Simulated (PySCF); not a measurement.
# Spin states of CoI

Unrestricted PBE0; Co def2-TZVPP, I def2-TZVPP with ECP28; scalar-relativistic core potentials (PySCF 2.14). Outer shells of the fragments: Co 3d7 4s2; I 4d10 5s2 5p5.

Followed along the bond (rough minima from three points):

| 2Ms+1 | unpaired | ⟨S²⟩ at the start | R at minimum (Å) | Te (eV) |
| --- | --- | --- | --- | --- |
| 3 | σ ↑, δ ↑ | 2.01 | 2.45 | 0.00 |
| 3 | π ↑, δ ↑ | 2.06 | 2.41 | 0.14 |
| 3 | π ↑↑ | 2.01 | 2.43 | 0.25 |
| 5 | σ ↑, π ↑↑, δ ↑ | 6.01 | 2.51 | 0.58 |
| 5 | σ ↑↑, π ↑, δ ↑ | 6.01 | 2.53 | 0.59 |
| 1 | π ↓, δ ↑ | 1.00 | 2.41 | 0.64 |

Solutions found at the starting distance of 2.380 Å, counted from the lowest of them; the search is not exhaustive and high or unbound solutions are not listed, so other states can lie among these:

| 2Ms+1 | unpaired | term | E (eV) | ⟨S²⟩ | ⟨Lz²⟩ | μ (D) |
| --- | --- | --- | --- | --- | --- | --- |
| 3 | σ ↑, δ ↑ | ³Δ | 0.00 | 2.01 | 4.01 | -5.01 |
| 3 | π ↑, δ ↑ | mixed | 0.11 | 2.06 | 4.97 | -4.55 |
| 3 | π ↑↑ | ³Σ⁻ | 0.23 | 2.01 | 0.00 | -4.83 |
| 1 | π ↓, δ ↑ | mixed | 0.62 | 1.00 | 4.24 | -4.74 |
| 5 | σ ↑, π ↑↑, δ ↑ | ⁵Δ | 0.62 | 6.01 | 4.00 | -1.17 |
| 5 | σ ↑↑, π ↑, δ ↑ | mixed | 0.66 | 6.01 | 4.43 | -1.58 |

A term symbol is given only where ⟨S²⟩ and ⟨Lz²⟩ are close to those of a pure state; real π, δ and φ orbitals otherwise mix terms. A positive dipole means Co(−)I(+).

Spin–orbit coupling is left out. With d or f electrons several states lie close, and the lowest PBE0 determinant need not be the measured ground state.
